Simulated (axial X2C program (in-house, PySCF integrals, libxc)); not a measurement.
**Which molecule has these constants?**

Computed with an in-house all-electron X2C program for linear molecules (integrals from PySCF), spin-free (one-electron X2C) or two-component (2c: spin–orbit coupling with atomic mean-field Coulomb and Gaunt terms, which also bring small scalar terms), in Dyall basis sets with cores contracted in-house; open shells are unrestricted.

A two-component PBE0 calculation in a Dyall 3-zeta basis gave Re = 2.860 Å, ωe = 240.0 cm⁻¹, dipole magnitude 2.56 D, Ω = 3/2.

Task: Which molecule is it?
A. LiHf
B. LiTi
C. LiZr

Result: A. The others have LiTi 2.747 Å and 266.8 cm⁻¹ (Ω = 1/2); LiZr 2.919 Å and 281.7 cm⁻¹ (Ω = 3/2).

Each entry is the lowest single determinant of a limited PBE0 search at one distance. De goes to single-determinant-based atoms at the same level (for ions the charge split of lowest energy) and is withheld (n/a) where an atom does not fit its ground term or J level. Main or longest-lived isotopes. One determinant is a doubtful description, or other states lie close, for LiHf, LiTi, LiZr; these need not be ground states, and all values refer to the states named. With several unpaired electrons the Ω given is that of one determinant, not necessarily of the lowest component. The functionals have no current term, which raises determinants with orbital currents. Where the atoms have a lower orbital projection than the molecule, De at mean-field level may be about a tenth of an eV too small.
